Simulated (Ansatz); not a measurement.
C3H11AlSi (SMILES C[SiH2][Al]([CH3])[CH3]), singlet, at a GFN2-xTB geometry (such geometries of metal compounds can be far from the true shape); SC-NEVPT2/STO-3G, CASSCF(6,6) (Ansatz, a quantum-chemistry and plane-wave program).

The Ansatz input:
Ansatz 0.2 input:
```yaml
crystal:
  periodic: [false, false, false]
  atoms:
    - {symbol: Si, position_ang: [1.44794067, 0.29822190, -0.63831225]}
    - {symbol: C, position_ang: [2.38383400, -1.04870362, 0.35178635]}
    - {symbol: Al, position_ang: [-0.88349573, 0.17744346, 0.05803653]}
    - {symbol: C, position_ang: [-2.19031469, 1.59027150, -0.47080346]}
    - {symbol: C, position_ang: [-1.52626048, -1.33980468, 1.18610382]}
    - {symbol: H, position_ang: [1.77051466, 0.03247623, -2.06416818]}
    - {symbol: H, position_ang: [2.17800530, 1.56369091, -0.36610899]}
    - {symbol: H, position_ang: [2.28657188, -0.87566163, 1.42066388]}
    - {symbol: H, position_ang: [1.97477187, -2.03354950, 0.14167352]}
    - {symbol: H, position_ang: [3.44277433, -1.07421982, 0.11592690]}
    - {symbol: H, position_ang: [-3.06497326, 1.17741588, -0.98881099]}
    - {symbol: H, position_ang: [-1.75720932, 2.34130422, -1.14359482]}
    - {symbol: H, position_ang: [-2.58909615, 2.14108795, 0.39025488]}
    - {symbol: H, position_ang: [-0.72987669, -2.00021122, 1.54981985]}
    - {symbol: H, position_ang: [-2.06410001, -0.98284669, 2.07430699]}
    - {symbol: H, position_ang: [-2.23666030, -1.98193690, 0.64941333]}
basis:
  gaussian:
    orbitals: STO-3G
magnetization: {spin_polarized: false}
correlation: {method: sc_nevpt2, electrons: all, active_space: {window: {electrons: 6, orbitals: 6}}}
```

Q: Write the output that Ansatz gives for this input, abridged.

A: 
```
Functional definition: HF
544 factors; integrals over basis functions are off by at most 8.8e-5 eV
mean field evaluation 1: about -17503.6206 eV, gradient 1.6e1 eV
mean field evaluation 2: about -17503.7537 eV, gradient 1.6e1 eV
mean field evaluation 4: about -17505.0042 eV, gradient 1.1e0 eV
mean field evaluation 8: about -17505.0085 eV, gradient 1.3e-6 eV
mean field -17505.00847128 eV, -643.2971959986 hartree, gradient 8.0e-7 eV, S^2 0.000000; 0 other end points of the search recorded, 0 dependent functions left out
reference -17505.00847128 eV, -643.2971959986 hartree; 28, 28 occupied and 16, 16 virtual orbitals, 544 factors
state -17506.30092674 eV, -643.3446928608 hartree
state -17506.30092674 eV, -643.3446928608 hartree; corrected -17511.79750156 eV, -643.5466882598 hartree
state -17506.07932089 eV, -643.3365489960 hartree
state -17506.07932089 eV, -643.3365489960 hartree; corrected -17511.65971898 eV, -643.5416248434 hartree
state -17506.30092674 eV, -643.3446928608 hartree; corrected -17511.79750156 eV, -643.5466882598 hartree
state -17506.06262288 eV, -643.3359353553 hartree
state -17506.06262288 eV, -643.3359353553 hartree; corrected -17511.65278341 eV, -643.5413699659 hartree
state -17506.30092674 eV, -643.3446928608 hartree; corrected -17511.79750156 eV, -643.5466882598 hartree
state -17506.18526121 eV, -643.3404422309 hartree
state -17506.18526121 eV, -643.3404422309 hartree; corrected -17511.72250105 eV, -643.5439320417 hartree
state -17506.30092674 eV, -643.3446928608 hartree; corrected -17511.79750156 eV, -643.5466882598 hartree
2 active orbitals were swapped for others, from the solution at -17506.18521824 eV, -643.3404406518 hartree to that at -17506.30089396 eV, -643.3446916560 hartree; typed "places" are swapped only where nearly empty or full, and so, without "given_window_search", are "orbital_numbers", "shells" and a window whose orbitals a file names under [Active]
the orbitals are reached from a further start. From the first start the search ends at -17506.07925173 eV, -643.3365464542 hartree
Total energy: -17511.79750156 eV, -643.5466882598 hartree
```
